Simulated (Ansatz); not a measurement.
One change: `N#C[Si](F)(F)Cl` becomes `F[Si](F)(Cl)I`.

Ansatz, PBE0-D4/def2-TZVP geometries, multiplicity 1. 

Elements past krypton have def2 core potentials.  Spin–orbit coupling is left out; it splits and shifts lone-pair levels of the heavy atoms by tenths of an eV.

| property | `N#C[Si](F)(F)Cl` |
| --- | --- |
| LUMO energy (PBE0/def2-TZVPP) / eV | -1.41 |
| HOMO energy (PBE/def2-TZVPP) / eV | -9.05 |
| HOMO energy (B3LYP/def2-TZVPP) / eV | -10.22 |
| HOMO–LUMO gap (ωB97M-V/def2-TZVPP) / eV | 13.58 |
| LUMO energy (PBE/def2-TZVPP) / eV | -2.39 |
| HOMO–LUMO gap (PBE/def2-TZVPP) / eV | 6.66 |

What does the change do to each property? (Estimate.)

The calculation gave: 
```
                               property  `F[Si](F)(Cl)I`  shift
     LUMO energy (PBE0/def2-TZVPP) / eV            -0.99   0.42
      HOMO energy (PBE/def2-TZVPP) / eV            -7.25   1.80
    HOMO energy (B3LYP/def2-TZVPP) / eV            -8.18   2.04
HOMO–LUMO gap (ωB97M-V/def2-TZVPP) / eV            11.55  -2.03
      LUMO energy (PBE/def2-TZVPP) / eV            -1.89   0.50
    HOMO–LUMO gap (PBE/def2-TZVPP) / eV             5.36  -1.30
```

With PBE0 the HOMO rises by 2.07 eV and the LUMO rises by 0.42 eV, so the gap narrows by about 1.65 eV. PBE moves the HOMO by 1.80 eV and ωB97M-V by 2.22 eV. The zero-point energy changes by -20.4 kJ/mol with -3 modes.

B3LYP here is the variant with VWN-RPA as its local correlation; programs differ in this.
